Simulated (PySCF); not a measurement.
Bonds (- single, = double, # triple, : aromatic): F1-C2 1.337 Å, C2-F3 1.360 Å, C2-O4 1.356 Å, O4-C5 1.380 Å, C5=C6 1.333 Å, C6-O7 1.351 Å, O7-C8 1.427 Å, C8-C9 1.534 Å, C9-F10 1.393 Å, C9-C5 1.507 Å. C2 carries H11; C6 carries H12; C8 carries H13, H14; C9 carries H15. Stereochemistry as in FC(F)OC1=COC[C@H]1F. H14 is cis to F10 on the ring; H13 is trans to F10 on the ring.

Calculated, not measured (PySCF): geometry: GFN2-xTB, shieldings: GIAO PBE0/pcSseg-1. Non-relativistic, a single conformation, no solvent model.

Chemical shifts δ = σref − σ; TMS for 13C and 1H; CFCl3 for 19F; H2O for 17O, all at this level.

```json
{"atoms": "O7", "nucleus": "17O", "count": "1", "δ (ppm)": "99.3"}
{"atoms": "H11", "nucleus": "1H", "count": "1", "δ (ppm)": "?"}
{"atoms": "F10", "nucleus": "19F", "count": "1", "δ (ppm)": "-173.4"}
{"atoms": "C2", "nucleus": "13C", "count": "1", "δ (ppm)": "?"}
{"atoms": "H15", "nucleus": "1H", "count": "1", "δ (ppm)": "6.25"}
{"atoms": "F1", "nucleus": "19F", "count": "1", "δ (ppm)": "?"}
{"atoms": "C5", "nucleus": "13C", "count": "1", "δ (ppm)": "140.5"}
{"atoms": "C9", "nucleus": "13C", "count": "1", "δ (ppm)": "96.9"}
{"atoms": "C8", "nucleus": "13C", "count": "1", "δ (ppm)": "78.7"}
{"atoms": "F3", "nucleus": "19F", "count": "1", "δ (ppm)": "?"}
{"atoms": "C6", "nucleus": "13C", "count": "1", "δ (ppm)": "146.8"}
{"atoms": "H12", "nucleus": "1H", "count": "1", "δ (ppm)": "6.84"}
{"atoms": "O4", "nucleus": "17O", "count": "1", "δ (ppm)": "?"}
{"atoms": "H14", "nucleus": "1H", "count": "1", "δ (ppm)": "4.79"}
{"atoms": "H13", "nucleus": "1H", "count": "1", "δ (ppm)": "4.69"}
```

Q: Fill in the missing shifts.

A: 
- C2: 123.0 ppm, sp3 CH bonded to 2 F and O; 3 electronegative neighbours deshield it
- H11: 6.80 ppm, hydrogen on an sp3 CH bonded to 2 F and O; its carbon carries F and O, hence the downfield position
- F3: -91.9 ppm, fluorine of a CF2 group
- F1: -104.2 ppm, fluorine of a CF2 group
- O4: 134.9 ppm, ether oxygen

Shifts are as computed. Against solution values, carbons near 30 ppm lie about +3 ppm off and those near 130 ppm about +5 ppm. Of 1211 compounds with measured shifts, 218 miss one by over three times the rms of a fit or turn the order of signals round; such compounds aren't used in these exercises. Unscaled 19F shifts against computed CFCl3 carry errors that often reach 10 to 50 ppm. Experimental scales use liquid or dissolved standards, which lie at an offset from isolated H2O (liquid H2O: subtract about 36 ppm).
